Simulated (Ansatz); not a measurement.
Start from `[CH3][Ga]([F])[F]` and change one atom or group to get `[F][GaH][F]`.

Ansatz, PBE0-D4/def2-TZVP geometries, multiplicity 1. 

Scalar relativity is left out up to krypton.

```json
{"property": "LUMO energy (PBE/def2-TZVPP) / eV", "`[CH3][Ga]([F])[F]`": "-1.70"}
{"property": "HOMO energy (PBE/def2-TZVPP) / eV", "`[CH3][Ga]([F])[F]`": "-8.11"}
{"property": "LUMO energy (ωB97M-V/def2-TZVPP) / eV", "`[CH3][Ga]([F])[F]`": "0.96"}
{"property": "HOMO–LUMO gap (PBE0/def2-TZVPP) / eV", "`[CH3][Ga]([F])[F]`": "8.85"}
{"property": "HOMO energy (PBE0/def2-TZVPP) / eV", "`[CH3][Ga]([F])[F]`": "-9.61"}
{"property": "HOMO–LUMO gap (B3LYP/def2-TZVPP) / eV", "`[CH3][Ga]([F])[F]`": "8.24"}
```

**Question.** Give the same properties after the change, and the shifts. (Estimate.)

**Answer.** Computed: 
```
                             property  `[F][GaH][F]`  shift
    LUMO energy (PBE/def2-TZVPP) / eV          -2.16  -0.46
    HOMO energy (PBE/def2-TZVPP) / eV          -8.69  -0.58
LUMO energy (ωB97M-V/def2-TZVPP) / eV           0.33  -0.63
 HOMO–LUMO gap (PBE0/def2-TZVPP) / eV           9.02   0.17
   HOMO energy (PBE0/def2-TZVPP) / eV         -10.39  -0.78
HOMO–LUMO gap (B3LYP/def2-TZVPP) / eV           8.46   0.22
```

With PBE0 the HOMO falls by 0.78 eV and the LUMO falls by 0.61 eV, so the gap widens by about 0.17 eV. PBE moves the HOMO by -0.58 eV and ωB97M-V by -0.84 eV.

B3LYP here is the variant with VWN-RPA as its local correlation; programs differ in this.
